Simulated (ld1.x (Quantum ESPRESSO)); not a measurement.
**Building the TM potential for Bi (PBE, non-relativistic).**

The input file (ld1.x (Quantum ESPRESSO) 7.5):

```
&input
   title='Bi', zed=83., rel=0, dft='PBE', iswitch=3,
   config='[Xe] 4f14 5d10 6s2 6p3 6d-2',
   nld=3, rlderiv=2.75, eminld=-3.0, emaxld=5.0, deld=0.02
 /
 &inputp
   pseudotype=2, tm=.true., lloc=-1, rcloc=1.65,
   nlcc=.true., rcore=1.95,
   file_pseudopw='Bi.UPF', file_wfcaegen='ae.wfc', file_wfcncgen='nc.wfc', file_beta='beta', file_chi='chi'
 /
3
6S  1  0   2.00   0.00  1.90  1.90  0.0
6P  2  1   3.00   0.00  2.40  2.40  0.0
6D  3  2  -2.00   0.45  2.55  2.55  0.0
 &test
   configts(1)='6s2 6p3'
 /
```

Command:

```bash
ld1.x < Bi.in > Bi.out
```

The program printed (shortened: banner, matrices, multipoles, cross overlaps and the repeated all-electron block are left out):

```
Program LD1 v.7.5
     --------------------------- All-electron run ----------------------------

     Bi

     atomic number is 83.00
     dft =PBE   lsd =0 sic =0 latt =0  beta=0.20 tr2=1.0E-14
     Exchange-correlation= PBE
                           (   1   4   3   4   0   0   0)
     mesh =1283 r(mesh) = 100.09897 a.u. xmin = -7.00 dx = 0.01250
     1 Ry =  13.60569312 eV

     n l     nl                  e(Ry)          e(Ha)          e(eV)
     1 0     1S 1( 2.00)     -5955.0666     -2977.5333    -81022.8081
     2 0     2S 1( 2.00)     -1006.4195      -503.2098    -13693.0355
     2 1     2P 1( 6.00)      -969.6586      -484.8293    -13192.8776
     3 0     3S 1( 2.00)      -241.3428      -120.6714     -3283.6367
     3 1     3P 1( 6.00)      -223.8020      -111.9010     -3044.9809
     4 0     4S 1( 2.00)       -54.2317       -27.1158      -737.8594
     4 1     4P 1( 6.00)       -46.4894       -23.2447      -632.5205
     3 2     3D 1(10.00)      -191.0619       -95.5309     -2599.5292
     5 0     5S 1( 2.00)        -9.2254        -4.6127      -125.5184
     5 1     5P 1( 6.00)        -6.5857        -3.2929       -89.6030
     4 2     4D 1(10.00)       -32.1802       -16.0901      -437.8336
     4 3     4F 1(14.00)       -12.7401        -6.3701      -173.3381
     5 2     5D 1(10.00)        -2.2732        -1.1366       -30.9279
     6 0     6S 1( 2.00)        -0.8344        -0.4172       -11.3523
     6 1     6P 1( 3.00)        -0.3483        -0.1741        -4.7386

     final scf error:  7.2E-15 reached in  31 iterations

     Etot =  -40198.538363 Ry,  -20099.269181 Ha, -546928.976956 eV

     Ekin =   40189.302979 Ry,   20094.651490 Ha,  546803.323164 eV
     Encl =  -95628.903785 Ry,  -47814.451892 Ha,-1301097.518585 eV
     Eh   =   15980.768338 Ry,    7990.384169 Ha,  217429.429882 eV
     Exc  =    -739.705896 Ry,    -369.852948 Ha,  -10064.211417 eV

     normalization and overlap integrals

     s(1S/1S) =  1.000000  <r> =   0.0182  <r2> =    0.0004  r(max) =   0.0120
     s(2S/2S) =  1.000000  <r> =   0.0766  <r2> =    0.0069  r(max) =   0.0660
     s(2P/2P) =  1.000000  <r> =   0.0647  <r2> =    0.0051  r(max) =   0.0507
     s(3S/3S) =  1.000000  <r> =   0.1925  <r2> =    0.0422  r(max) =   0.1793
     s(3P/3P) =  1.000000  <r> =   0.1831  <r2> =    0.0387  r(max) =   0.1684
     s(4S/4S) =  1.000000  <r> =   0.4198  <r2> =    0.1983  r(max) =   0.3940
     s(4P/4P) =  1.000000  <r> =   0.4220  <r2> =    0.2019  r(max) =   0.3940
     s(3D/3D) =  1.000000  <r> =   0.1595  <r2> =    0.0297  r(max) =   0.1312
     s(5S/5S) =  1.000000  <r> =   0.9253  <r2> =    0.9581  r(max) =   0.8553
     s(5P/5P) =  1.000000  <r> =   0.9889  <r2> =    1.1010  r(max) =   0.8991
     s(4D/4D) =  1.000000  <r> =   0.4252  <r2> =    0.2082  r(max) =   0.3843
     s(4F/4F) =  1.000000  <r> =   0.4318  <r2> =    0.2216  r(max) =   0.3391
     s(5D/5D) =  1.000000  <r> =   1.2124  <r2> =    1.6959  r(max) =   1.0316
     s(6S/6S) =  1.000000  <r> =   2.4617  <r2> =    6.8591  r(max) =   2.1036
     s(6P/6P) =  1.000000  <r> =   3.1118  <r2> =   11.1764  r(max) =   2.5374

     ------------------------ End of All-electron run ------------------------

     --------------------- Generating NC pseudopotential ---------------------

      Generating local potential from pseudized AE potential:
      Matching radius rcloc =   1.6500

      Local pseudo, rcloc= 1.659 Estimated cut-off energy=     9.17 Ry

      Computing core charge for nlcc:

       r > 1.95 : true rho core
       r < 1.95 : rho core = a sin(br)/r    a=   2.87  b=   1.40

      Integrated core pseudo-charge :   4.99

      Wfc   6S  rcut= 1.880  Using Troullier-Martins method

      Wfc   6P  rcut= 2.414  Using Troullier-Martins method

      Wfc   6D  rcut= 2.537  Using Troullier-Martins method

     ------------------- End of pseudopotential generation -------------------

     Computing logarithmic derivative in   2.75228
     Computing logarithmic derivative in   2.75228
     Computing the partial wave expansion
     R is outside the sphere for l=    0 j= 0.00
     R is outside the sphere for l=    1 j= 0.00
     R is outside the sphere for l=    2 j= 0.00

     ---------------------- Testing the pseudopotential ----------------------

     Bi

     atomic number is 83.00   valence charge is  5.00
     dft =PBE   lsd =0 sic =0 latt =0  beta=0.20 tr2=1.0E-14
     mesh =1283 r(mesh) = 100.09897 xmin = -7.00 dx = 0.01250

     n l     nl             e AE (Ry)        e PS (Ry)    De AE-PS (Ry)
     1 0     6S   1( 2.00)       -0.83438       -0.83438       -0.00000
     2 1     6P   1( 3.00)       -0.34828       -0.34828       -0.00000

     eps = 3.6E-17  iter =  4

     Etot =  -40198.538363 Ry,  -20099.269181 Ha, -546928.976956 eV
     Etotps =   -14.485910 Ry,      -7.242955 Ha,    -197.090847 eV

     Ekin =       2.772446 Ry,       1.386223 Ha,      37.721044 eV
     Encl =     -20.880506 Ry,     -10.440253 Ha,    -284.093760 eV
     Ehrt =       7.919353 Ry,       3.959677 Ha,     107.748287 eV
     Ecxc =      -7.363475 Ry,      -3.681738 Ha,    -100.185182 eV
     (Ecc =      -4.338370 Ry,      -2.169185 Ha,     -59.026528 eV)
     Epseu=       3.066273 Ry,       1.533136 Ha,      41.718764 eV

     ---------------------- End of pseudopotential test ----------------------
```

Note: ghost states, extra bound levels that the all-electron valence spectrum of the same l lacks: s at -101.6 eV, p at -18.4 eV. A true bound ghost makes a file unfit for plane-wave use.

Generation and configuration tests took about 1.8 s on one core of a shared server CPU.

Transferability test of the new file with ld1.x, input:

```
&input
   title='Bi', zed=83., rel=0, dft='PBE', iswitch=2,
   config='[Xe] 4f14 5d10 6s2 6p3 6d-2'
 /
 &test
   file_pseudo='Bi.UPF', nconf=8,
   configts(1)='6s2 6p3',
   configts(2)='6s2 6p2',
   configts(3)='6s2 6p1',
   configts(4)='6s2 6p0',
   configts(5)='6s2 6p3.3',
   configts(6)='6s1 6p0',
   configts(7)='6s1 6p4',
   configts(8)='6s1 6p3'
 /
```

```bash
ld1.x < Bi.test.in > Bi.test.out
```

Pseudopotential blocks of its output, shortened (energy terms left out; the distinct warnings before each block abridged to one line each):

```
     ---------------------- Testing the pseudopotential ----------------------

     n l     nl             e AE (Ry)        e PS (Ry)    De AE-PS (Ry)
     1 0     6S   1( 2.00)       -0.83438       -0.83438       -0.00000
     2 1     6P   1( 3.00)       -0.34828       -0.34828       -0.00000

     eps = 2.7E-17  iter =  4

     Etot =  -40198.538366 Ry,  -20099.269183 Ha, -546928.977004 eV
     Etotps =   -14.485910 Ry,      -7.242955 Ha,    -197.090848 eV

     ---------------------- End of pseudopotential test ----------------------

          ---------------------- Testing the pseudopotential ----------------------

     n l     nl             e AE (Ry)        e PS (Ry)    De AE-PS (Ry)
     1 0     6S   1( 2.00)       -1.36907       -1.37159        0.00252
     2 1     6P   1( 2.00)       -0.84350       -0.84493        0.00143

     eps = 3.3E-15  iter =  7

     Etot =  -40197.948276 Ry,  -20098.974138 Ha, -546920.948418 eV
     Etotps =   -13.895231 Ry,      -6.947616 Ha,    -189.054255 eV
     dEtot_ae =       0.590090 Ry
     dEtot_ps =       0.590679 Ry,   Delta E=      -0.000588 Ry

     ---------------------- End of pseudopotential test ----------------------

          BEWARE! Errors in PS-KS equations
     Warning: n=1, l=0 expected 0 nodes, found 1
     Warning: n=2, l=1 expected 0 nodes, found 1
     ---------------------- Testing the pseudopotential ----------------------

     n l     nl             e AE (Ry)        e PS (Ry)    De AE-PS (Ry)
     1 0     6S   1( 2.00)       -1.96467       -2.62008        0.65541  !
     2 1     6P   1( 1.00)       -1.39748       -1.49144        0.09396  !

     eps = 8.0E-15  iter = 32

     Etot =  -40196.831934 Ry,  -20098.415967 Ha, -546905.759809 eV
     Etotps =   -12.567686 Ry,      -6.283843 Ha,    -170.992082 eV
     dEtot_ae =       1.706432 Ry
     dEtot_ps =       1.918224 Ry,   Delta E=      -0.211792 Ry

     ---------------------- End of pseudopotential test ----------------------

          ---------------------- Testing the pseudopotential ----------------------

     n l     nl             e AE (Ry)        e PS (Ry)    De AE-PS (Ry)
     1 0     6S   1( 2.00)       -2.60533       -2.62008        0.01475  !
     2 1     6P   1( 0.00)       -1.99576       -2.23575        0.23999  !

     eps = 9.8E-15  iter =  5

     Etot =  -40195.138633 Ry,  -20097.569317 Ha, -546882.721280 eV
     Etotps =   -11.076247 Ry,      -5.538123 Ha,    -150.700016 eV
     dEtot_ae =       3.399733 Ry
     dEtot_ps =       3.409663 Ry,   Delta E=      -0.009930 Ry

     ---------------------- End of pseudopotential test ----------------------

          ---------------------- Testing the pseudopotential ----------------------

     n l     nl             e AE (Ry)        e PS (Ry)    De AE-PS (Ry)
     1 0     6S   1( 2.00)       -0.69023       -0.68988       -0.00035
     2 1     6P   1( 3.30)       -0.21510       -0.21494       -0.00016

     eps = 3.1E-16  iter =  9

     Etot =  -40198.622651 Ry,  -20099.311325 Ha, -546930.123753 eV
     Etotps =   -14.570176 Ry,      -7.285088 Ha,    -198.237341 eV
     dEtot_ae =      -0.084284 Ry
     dEtot_ps =      -0.084266 Ry,   Delta E=      -0.000019 Ry

     ---------------------- End of pseudopotential test ----------------------

          ---------------------- Testing the pseudopotential ----------------------

     n l     nl             e AE (Ry)        e PS (Ry)    De AE-PS (Ry)
     1 0     6S   1( 1.00)       -3.33038       -3.36291        0.03252  !
     2 1     6P   1( 0.00)       -2.67385       -3.15887        0.48502  !

     eps = 9.5E-15  iter =  4

     Etot =  -40192.173552 Ry,  -20096.086776 Ha, -546842.379297 eV
     Etotps =    -8.087912 Ry,      -4.043956 Ha,    -110.041645 eV
     dEtot_ae =       6.364814 Ry
     dEtot_ps =       6.397998 Ry,   Delta E=      -0.033184 Ry

     ---------------------- End of pseudopotential test ----------------------

          ---------------------- Testing the pseudopotential ----------------------

     n l     nl             e AE (Ry)        e PS (Ry)    De AE-PS (Ry)
     1 0     6S   1( 1.00)       -0.88183       -0.88490        0.00307
     2 1     6P   1( 4.00)       -0.38440       -0.38527        0.00087

     eps = 9.1E-15  iter = 14

     Etot =  -40198.046522 Ry,  -20099.023261 Ha, -546922.285126 eV
     Etotps =   -13.993002 Ry,      -6.996501 Ha,    -190.384490 eV
     dEtot_ae =       0.491844 Ry
     dEtot_ps =       0.492908 Ry,   Delta E=      -0.001064 Ry

     ---------------------- End of pseudopotential test ----------------------

          BEWARE! Errors in PS-KS equations
     ---------------------- Testing the pseudopotential ----------------------

     n l     nl             e AE (Ry)        e PS (Ry)    De AE-PS (Ry)
     1 0     6S   1( 1.00)       -1.41770       -1.42972        0.01201  !
     2 1     6P   1( 3.00)       -0.88326       -0.91274        0.02948  !

     eps = 5.4E-17  iter = 22

     Etot =  -40197.418224 Ry,  -20098.709112 Ha, -546913.736693 eV
     Etotps =    -8.506300 Ry,      -4.253150 Ha,    -115.734105 eV
     dEtot_ae =       1.120142 Ry
     dEtot_ps =       5.979610 Ry,   Delta E=      -4.859468 Ry

     ---------------------- End of pseudopotential test ----------------------
```
